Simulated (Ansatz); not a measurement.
The cluster Mg₂I₃: single points at one geometry.

```yaml
crystal:
  periodic: [false, false, false]
  atoms:
    - {symbol: Mg, position_ang: [0.840976, -0.323568, -0.206141]}
    - {symbol: Mg, position_ang: [-2.526750, 0.963478, 0.615399]}
    - {symbol: I, position_ang: [-0.384217, 2.007160, -0.999745]}
    - {symbol: I, position_ang: [3.199744, -1.201604, -0.758567]}
    - {symbol: I, position_ang: [-1.129753, -1.445477, 1.349054]}
basis:
  gaussian: {orbitals: def2-TZVP, initial_orbitals: start.molden}
magnetization: {spin_polarized: true, initial_magnetization: 1}
hamiltonian: {xc: {name: BHLYP}, dispersion: d4}
scf: {omitted_lower_state_checks: [starts]}
output: {orbitals: {seedname: orbitals}}
```

The file start.molden holds the orbitals of an earlier run on this structure, at another level or in another basis.

```sh
$ ansatz run in.yaml --threads 4 --pin off --events-out ev --progress --plain --max-ram 4787MiB
```

Shortened log:

```
Functional definition: BHLYP
2000 factors; integrals over basis functions are off by at most 3.1e-4 eV
mean field evaluation 1: about -35194.5003 eV, gradient 5.5e0 eV
mean field evaluation 2: about -35194.5594 eV, gradient 9.0e-2 eV
mean field evaluation 4: about -35194.5937 eV, gradient 4.0e-4 eV
mean field -35194.59369022 eV, -1293.3774623632 hartree, gradient 9.7e-6 eV, S^2 0.751171; 0 other end points of the search recorded, 0 dependent functions left out
reference -35194.59386404 eV, -1293.3774687511 hartree; 50, 49 occupied and 164, 165 virtual orbitals, 2000 factors
Total energy: -35195.01933625 eV, -1293.3931045661 hartree
Checks for a lower state left out: starts
```

It took 8.5 s on 4 threads of Arm Neoverse V2 on a shared host, peak host memory 0.94 GiB.

First input, but with `gaussian: {orbitals: def2-SVP, initial_orbitals: start.molden}`, `correlation: {method: ccsd_t}`, `scf: {omitted_lower_state_checks: [starts, cluster_reference]}` and without the key `hamiltonian` (abridged; 93 s):

```
Functional definition: HF
mean field -35083.54345839 eV, -1289.2964416161 hartree, gradient 1.6e-6 eV, S^2 0.751222
14 core orbitals not correlated: weight in the atoms' cores, before any rotation towards them, 1.000 or more for the frozen orbitals, at most 0.000 for the correlated occupied ones
second order -11.27648102 eV of doubles, -0.00000000 eV of singles
cycle   1  -11.65947667 eV  change   -3.8e-1 eV  update   7.5e-2
cycle   2  -11.86174217 eV  change   -2.0e-1 eV  update   2.4e-2
cycle   3  -11.89838257 eV  change   -3.7e-2 eV  update   1.2e-2
cycle   4  -11.89377062 eV  change    4.6e-3 eV  update   3.7e-3
cycle   5  -11.89304274 eV  change    7.3e-4 eV  update   1.4e-3
cycle   6  -11.89326919 eV  change   -2.3e-4 eV  update   5.3e-4
cycle   7  -11.89336493 eV  change   -9.6e-5 eV  update   2.0e-4
cycle   8  -11.89340683 eV  change   -4.2e-5 eV  update   6.7e-5
perturbative correction -0.29168837 eV, -0.0107193498 hartree
Total energy: -35095.72855359 eV, -1289.7442356054 hartree
Checks for a lower state left out: starts, cluster_reference
```

First input, but with `gaussian: {orbitals: STO-3G}`, `hamiltonian: {xc: hf}` (abridged; 1.9 s):

```
Functional definition: HF
mean field -569986.13887698 eV, -20946.6042532477 hartree, gradient 2.1e-5 eV, S^2 0.750511
Total energy: -569986.13887698 eV, -20946.6042532477 hartree
Checks for a lower state left out: starts
```

First input, but with `hamiltonian: {xc: pbe, dispersion: d4}`, `output: {forces: true, orbitals: {seedname: orbitals}}` (abridged; 5.5 s):

```
Functional definition: PBE
mean field -35190.48290176 eV, -1293.2263936737 hartree, gradient 2.3e-5 eV, S^2 0.750770
Total energy: -35190.71561344 eV, -1293.2349456703 hartree
Atom 0 force    -0.053985     0.023526     0.014518 eV/Å
Atom 1 force     0.125343    -0.049355    -0.032234 eV/Å
Atom 2 force    -0.010032    -0.122080     0.076872 eV/Å
Atom 3 force    -0.102418     0.036371     0.023205 eV/Å
Atom 4 force     0.041092     0.111538    -0.082361 eV/Å
Dipole moment:    -0.819546     0.307041     0.194165 e Å
Checks for a lower state left out: starts
```

Geometry: PBE-D4/def2-SVP.

In the def2 sets I takes a core potential, while STO-3G treats all electrons; there is no spin–orbit coupling. Correlated methods freeze 14 core orbitals; core or outer-core shells of Mg, I are correlated, in sets that lack core-valence functions. The structure comes from a short search, and lower isomers may exist.
